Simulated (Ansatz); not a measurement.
Program: Ansatz. Geometries: PBE0-D4/def2-TZVP. ΔE: electronic, gas phase. CBS: MP2 limit from def2 TZ/QZ plus the TZ coupled-cluster correction, frozen cores. This one scheme is used for every species. Functionals use def2-TZVPP. Open shells (•) are unrestricted, without spin–orbit coupling. Each species was taken in one conformer, which may not be the lowest.

Reaction (homolysis of the O–Si bond): `O[Si@H](Cl)[Si@H](F)Cl` → `[OH]`• + `F[SiH](Cl)[SiH]Cl`•

Q: What is ΔE at CCSD(T)/CBS? (An estimate is asked.)

A: Computed: +537.1 kJ/mol.

Q: What do these levels give: ωB97M-V, B2PLYP, r2SCAN, SCS-MP2/def2-TZVPP, HF/def2-QZVPP, MP2/def2-QZVPP? (Estimate.)

A: Ansatz gave: ωB97M-V 532.8, B2PLYP 519.7, r2SCAN 506.6, SCS-MP2/def2-TZVPP 542.2, HF/def2-QZVPP 393.5, MP2/def2-QZVPP 564.0 kJ/mol.

Largest T1 diagnostic among the species: 0.013.

The D4 term adds +7.7 kJ/mol with B3LYP and +4.3 kJ/mol with PBE0; it sums over pairs of atoms, weighted by their polarisabilities, and B3LYP, whose exchange is more repulsive, gets the larger term. In def2-TZVPP, CCSD(T) changes the Hartree–Fock value by +128.5 kJ/mol (the triples alone add +9.5 kJ/mol) and MP2 by +161.9 kJ/mol; breaking electron pairs costs correlation energy, which Hartree–Fock lacks.

B3LYP here is the variant with VWN-RPA as its local correlation; programs differ in this.
